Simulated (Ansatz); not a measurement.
Cost and result up the ladder for the cluster TaO4 (the lowest doublet isomer of a short search) (5 atoms). The state is a doublet with charge 0. Geometry: r2SCAN-D4/def2-SVP.

| atom | x (Å) | y (Å) | z (Å) |
| --- | --- | --- | --- |
| Ta1 | -0.113 | -0.371 | -0.458 |
| O2 | 0.234 | -0.686 | 1.674 |
| O3 | 0.287 | 0.593 | 1.325 |
| O4 | -1.599 | 0.352 | -1.025 |
| O5 | 1.191 | 0.111 | -1.516 |

Ansatz on 4 threads of Arm Neoverse V1 on a shared host. Times are rough, and most runs start from the orbitals of an earlier one. PBE0-D4/def2-TZVP serves as the yardstick here, not as an exact answer. Differences are given only for rows in sets of like size (and for xTB, whose basis is part of the method), since another set adds its own error. Binding counts from free atoms at the same level (Ta quartet, O triplet; other spins of the atoms weren't run), without zero-point energy or a counterpoise term.

In the def2 sets Ta takes a core potential; there is no spin–orbit coupling. Correlated methods freeze 4 core orbitals; core or outer-core shells of Ta are correlated, in sets that lack core-valence functions. The structure holds one bond between oxygen atoms, so isomers without such links may lie far lower. No other spin state of charge 0 was run. The structure comes from a short search, and lower isomers may exist.

Correlated methods converge slowly with the basis.

| level | functions | wall time |
| --- | --- | --- |
| PBE-D4/def2-SVP | 88 | 1.4 s |
| PBE0-D4/def2-SVP | 88 | 1.7 s |
| PBE-D4/def2-TZVP (with forces) | 164 | 2.7 s |
| PBE0-D4/def2-TZVP | 164 | 3.3 s |
| HF/def2-TZVP | 164 | 3.7 s |
| r2SCAN-D4/def2-TZVP | 164 | 5.5 s |
| RPA@PBE/def2-TZVP | 164 | 5.5 s |
| r2SCANh-D4/def2-TZVP | 164 | 6 s |
| PBE-QIDH/def2-TZVP | 164 | 6.5 s |
| CCSD(T)/def2-TZVP | 164 | 8.3 min |

Question: Estimate what each level gives for the binding energy per atom (eV).

Answer: 
| level | binding energy per atom (eV) | difference from PBE0-D4/def2-TZVP (eV) |
| --- | --- | --- |
| PBE-D4/def2-SVP | 5.06 | – |
| PBE0-D4/def2-SVP | 4.50 | – |
| PBE-D4/def2-TZVP (with forces) | 5.02 | 0.50 |
| PBE0-D4/def2-TZVP | 4.52 | 0.00 |
| HF/def2-TZVP | 2.09 | -2.43 |
| r2SCAN-D4/def2-TZVP | 4.71 | 0.19 |
| RPA@PBE/def2-TZVP | 4.19 | -0.32 |
| r2SCANh-D4/def2-TZVP | 4.53 | 0.01 |
| PBE-QIDH/def2-TZVP | 4.46 | -0.06 |
| CCSD(T)/def2-TZVP | 4.43 | -0.09 |
